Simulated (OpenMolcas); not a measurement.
**Au3+: effect of the active space**

| Quantity | Value |
| --- | --- |
| Program | OpenMolcas 26.06 |
| Method | SS-CASPT2, IPEA 0.25 Eh, imaginary shift 0.1 Eh |
| Basis | ANO-RCC-VQZP |
| Scalar Hamiltonian | DKH2, point nucleus |
| Spin-orbit coupling | RASSI with atomic mean-field integrals over the reference wave functions, term energies averaged over their components |

A. 8 electrons in 5 orbitals (5d); 2S+1 = 3 even, 10 roots; 2S+1 = 1 even, 15 roots; closed shells correlated: 5s 5p; CASPT2 step roughly 19 core-seconds
B. 8 electrons in 10 orbitals (5d 6d); 2S+1 = 3 even, 10 roots; 2S+1 = 1 even, 15 roots; closed shells correlated: 5s 5p; CASPT2 step about 10 core-minutes

Energies in cm-1 above 5d8 3F4, the measured ground level; measured values from Zainab et al., Astrophys. J. Suppl. Ser. 267, 12 (2023).

```tsv
Level	A	B	Measured
5d8 3F4	0.0	0.0	0.0
5d8 3F3	12390	12420	12294
5d8 3P2 [51 %]	18950	18790	
5d8 3P0	19550	18950	18185
5d8 3P1	22950	22670	21490
5d8 1G4	26390	26380	25702
5d8 1S0	55950	56290	55278
```

Deviations, from unrounded energies. A percentage is the sum of absolute deviations over the sum of measured energies, with the sign that they share, or ± where signs differ.

```
                        Against measurement  Levels     A     B
             mean absolute deviation (cm-1)       5   860   750
      fine structure of the ground term (%)       1  +0.7  +1.0
other terms of the ground configuration (%)       4  +3.5  +3.0
```

B lies closest to measurement on these levels. The largest miss of B in the table is 5d8 3P1, by +1200 cm-1. The ranking rests on the paired levels alone, and a cruder setting can come out closer through cancelling errors.

The two smallest mean deviations differ by little beside CASPT2's spread within terms, so their order carries little weight.

Between A and B the level of the table that moves most is 5d8 3P0, by 600 cm-1 (lowest in B, highest in A). Moves below CASPT2's spread within the term are not significant.

CASPT2 does not keep the components of a term degenerate, so their means are used; among the terms shown or strongly mixed into the levels shown the widest spread is 760 cm-1 (5d8 1G, A). Active for correlation alone: 6d; no level in the range computed is led by a configuration that fills it, so any true level of that kind is missing (holds for B). Measured partners are found by configuration, term and J. A level has none where our copy of the source lacks it or the pairing is in doubt (some pairs that miss far off the trend of their configuration count as doubtful), and it then counts in no deviation. Levels of configurations outside the active space are missing. Levels that lie high or do not pair safely by name in every column are left out.

A share in square brackets marks a mixed level and gives the weight of the term that names it, the lowest over the columns.
